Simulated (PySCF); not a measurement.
Spectra and structures to be paired. Theory: PySCF 2.14.0, density-fitted response routines, TDDFT PBE0/def2-SVPD, vertical, gas phase, core orbitals frozen in the response. Geometries: GFN2-xTB; one conformer of each isolated species. Triplets are in the Tamm–Dancoff approximation. Ions are computed without counter-ions or solvent.

A. `CC#C[SiH2]C/C=C/Cl`
B. `Cn1cncc1Cl`
C. `C(F)C1=CC=CC[SiH+]1`

Lowest singlet levels (six at most, fewer where fewer were computed) with oscillator strengths:

1. 5.88 eV (f 0.000); 6.15 eV (f 0.002); 6.31 eV (f 0.191); 6.56 eV (f 0.001); 6.83 eV (f 0.024); 7.01 eV (f 0.001); T1 4.43 eV
2. 3.20 eV (f 0.090); 4.31 eV (f 0.001); 4.93 eV (f 0.002); 5.36 eV (f 0.000); 5.41 eV (f 0.001); 5.45 eV (f 0.188); T1 1.92 eV
3. 5.85 eV (f 0.052); 5.94 eV (f 0.134); 6.04 eV (f 0.054); 6.23 eV (f 0.029); 6.26 eV (f 0.037); 6.41 eV (f 0.024); T1 3.96 eV

**Question.** Which spectrum belongs to which structure?

**Answer.** 1 = B, 2 = C, 3 = A.
- A: S1 at 5.85 eV, HOMO→LUMO+1 (66%), HOMO→LUMO (24%); Löwdin shares by element: HOMO carbon 59% or more, chlorine 26% (atoms not listed hold the other 16%); LUMO carbon 48% or more, silicon 10%, chlorine 8% (atoms not listed hold the other 34%); HOMO -6.85 and LUMO -0.20 eV.
- B: S1 at 5.88 eV, HOMO→LUMO+1 (70%), HOMO→LUMO+2 (26%); Löwdin shares by element: HOMO carbon 64% or more, chlorine 17% (atoms not listed hold the other 19%); LUMO carbon 38% or more, nitrogen 31% (atoms not listed hold the other 30%); HOMO -6.65 and LUMO 0.36 eV; point group Cs, 1 of its 6 listed states under f = 0.0005.
- C: S1 at 3.20 eV, HOMO→LUMO (98%); Löwdin shares by element: HOMO carbon 61% or more, silicon 10% (atoms not listed hold the other 29%); LUMO silicon 38%, carbon 36% or more (atoms not listed hold the other 26%); HOMO -11.83 and LUMO -7.95 eV.
A and B have S1 within 0.03 eV of each other; their strongest listed levels stand at 5.94 eV (f 0.134) and 6.31 eV (f 0.191).
